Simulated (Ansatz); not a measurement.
Start from `[F][GaH][B](S)[SeH]` and change one atom or group to get `[F][GaH][B](S)Cl`.

Ansatz, PBE0-D4/def2-TZVP geometries, multiplicity 1. Each molecule was computed in one conformer, which needn't be the lowest.

Scalar relativity is left out up to krypton. Spin–orbit coupling is left out; it splits and shifts lone-pair levels of the heavy atoms by tenths of an eV.

```json
{"property": "ideal-gas entropy at 298 K and 1 bar (rigid rotor, harmonic PBE0-D4/def2-TZVP) / J/(mol·K)", "`[F][GaH][B](S)[SeH]`": "391"}
{"property": "LUMO energy (ωB97M-V/def2-TZVPP) / eV", "`[F][GaH][B](S)[SeH]`": "-0.70"}
{"property": "HOMO energy (PBE0/def2-TZVPP) / eV", "`[F][GaH][B](S)[SeH]`": "-7.50"}
{"property": "HOMO energy (B3LYP/def2-TZVPP) / eV", "`[F][GaH][B](S)[SeH]`": "-7.26"}
{"property": "HOMO–LUMO gap (B3LYP/def2-TZVPP) / eV", "`[F][GaH][B](S)[SeH]`": "4.56"}
{"property": "size of the dipole moment (B3LYP/def2-TZVPP) / D", "`[F][GaH][B](S)[SeH]`": "1.96"}
```

Q: What does the change do to each property? (Estimate.)

A: Computed: 
```
                                                                                  property  `[F][GaH][B](S)Cl`  shift
ideal-gas entropy at 298 K and 1 bar (rigid rotor, harmonic PBE0-D4/def2-TZVP) / J/(mol·K)                 370    -21
                                                     LUMO energy (ωB97M-V/def2-TZVPP) / eV               -0.81  -0.11
                                                        HOMO energy (PBE0/def2-TZVPP) / eV               -7.79  -0.29
                                                       HOMO energy (B3LYP/def2-TZVPP) / eV               -7.60  -0.34
                                                     HOMO–LUMO gap (B3LYP/def2-TZVPP) / eV                4.71   0.15
                                          size of the dipole moment (B3LYP/def2-TZVPP) / D                1.03  -0.93
```

With PBE0 the HOMO falls by 0.29 eV and the LUMO falls by 0.17 eV, so the gap widens by about 0.12 eV. PBE moves the HOMO by -0.16 eV and ωB97M-V by -0.34 eV. The zero-point energy changes by -19.3 kJ/mol with -3 modes. Dipoles are sizes alone; their direction can turn. Modes under 60 cm⁻¹, often nearly free rotors, make the harmonic entropy too high.

B3LYP here is the variant with VWN-RPA as its local correlation; programs differ in this.
